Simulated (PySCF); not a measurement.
# Radial density of Rh (rhodium, neutral)

UHF, [Kr] 4d8 5p1, one real determinant (an excited configuration). Computed with PySCF 2.14 in aug-cc-pwCVTZ-DK (11s10p8d4f3g, 136 functions), with the spin-free X2C one-electron Hamiltonian (Gaussian nucleus).

| r (bohr) | 4πr²ρ (e/bohr) | 4πr²(ρα − ρβ) |
| --- | --- | --- |
| 0.0268 | 56.33 | -0.0009 |
| 0.0450 | 48.56 | 0.0007 |
| 0.0757 | 63.95 | 0.0196 |
| 0.127 | 65.67 | 0.1388 |
| 0.214 | 47.23 | 0.3483 |
| 0.360 | 52.87 | 0.1302 |
| 0.606 | 16.40 | 0.2113 |
| 1.02 | 15.43 | 1.4621 |
| 1.72 | 5.513 | 0.9828 |
| 2.88 | 0.8272 | 0.2881 |
| 4.85 | 0.2188 | 0.1991 |
| 8.16 | 0.06156 | 0.0615 |
| 13.7 | 0.002137 | 0.0021 |

Densities and radii are taken from the X2C orbitals without a picture-change correction, which distorts them close to the nucleus.

⟨L²⟩ = 14.06 against 20 for a pure G term, so this real determinant mixes terms.
